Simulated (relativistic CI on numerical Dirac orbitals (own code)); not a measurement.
# V+ in a cubic cluster: 2p photoemission with charge transfer

Computed with a charge-transfer multiplet model of a cubic metal-ligand cluster with up to one ligand hole, Slater and spin-orbit integrals from Dirac-Coulomb-Breit ions, Slater integrals scaled by 0.8. The ground state mixes d4 with configurations of k ligand holes L, whose averages lie at kΔ + k(k − 1)U_dd/2; a core hole lowers each added d electron by U_cd. 300 K, Lorentzian 0.6 eV and Gaussian 0.8 eV FWHM.

Atomic integrals in eV (Slater integrals scaled, ζ unscaled), ground: F2dd 6.042, F4dd 3.713, zeta_d 0.015; with the core hole: F2dd 7.850, F4dd 4.885, zeta_d 0.030, zeta_core 4.613, F2cd 4.315, G1cd 3.109, G3cd 1.763.

Cluster parameters (eV): U_dd = 4.8, U_cd = 6.2, 10Dq = 0.75, 10Dq(ligand) = 1, V(eg) = 1.75, V(t2g) = -0.87, final-state hopping factor = 0.8.

```json
{"Case": "Δ = 5.7 eV", "n_d": "4.18", "d4": "0.82", "d5L": "0.18", "S": "2.00"}
{"Case": "Δ = 6.7 eV", "n_d": "4.15", "d4": "0.85", "d5L": "0.15", "S": "2.00"}
{"Case": "Δ = 7.7 eV", "n_d": "4.13", "d4": "0.87", "d5L": "0.13", "S": "2.00"}
```

Weights, n_d and S are thermal averages at 300 K. Binding energies count from the first peak over 30 % of the highest in each spectrum, which can be another peak from case to case. The parameters are a model scan and need not match a compound or its usual spin state. Peaks in eV (height, largest 100):
- Δ = 5.7 eV: 0.0 (100), 0.6 (96), 8.6 (73), 14.7 (10)
- Δ = 6.7 eV: 0.0 (100), 8.6 (69), 14.6 (6)
- Δ = 7.7 eV: 0.0 (100), 8.4 (66)

Curve for Δ = 5.7 eV (points under 2 left out, the grid thinned):

(E (eV), Intensity): (-3.5, 2.5), (-3.0, 3.2), (-2.5, 4.5), (-2.1, 6.2), (-1.6, 10.8), (-1.1, 25.8), (-0.6, 68.2), (-0.1, 100.0), (0.3, 96.6), (0.8, 95.1), (1.3, 84.6), (1.8, 71.1), (2.3, 65.6), (2.7, 64.0), (3.2, 59.9), (3.7, 57.8), (4.2, 53.0), (4.7, 41.9), (5.1, 34.0), (5.6, 29.3), (6.1, 28.0), (6.6, 28.7), (7.1, 35.0), (7.5, 47.4), (8.0, 64.2), (8.5, 72.4), (9.0, 66.8), (9.4, 49.5), (9.9, 33.6), (10.4, 30.3), (10.9, 28.8), (11.4, 27.5), (11.8, 24.6), (12.3, 17.5), (12.8, 12.6), (13.3, 10.3), (13.8, 9.1), (14.2, 9.2), (14.7, 9.9), (15.2, 8.9), (15.7, 6.3), (16.2, 4.3), (16.6, 3.6), (17.1, 2.9), (17.6, 2.1)

For the case Δ = 7.7 eV, Δ = 7.7 eV is larger than U_dd = 4.8 eV, the Mott-Hubbard side of the Zaanen-Sawatzky-Allen scheme. With the core hole the configuration with one ligand hole lies at Δ − U_cd = -0.5, 0.5, 1.5 eV from the one without, in the order of the table; where this is negative the screened configuration lies lower, though the effective hopping of about 2.7 eV (from the holes of the mixed ground state) mixes the two strongly wherever it is as large as the gap.

With at most 1 ligand hole the space is cut while the next configuration still counts, so covalency is underestimated, and a final configuration with one more ligand hole, which can lie low, is missing from the spectra.
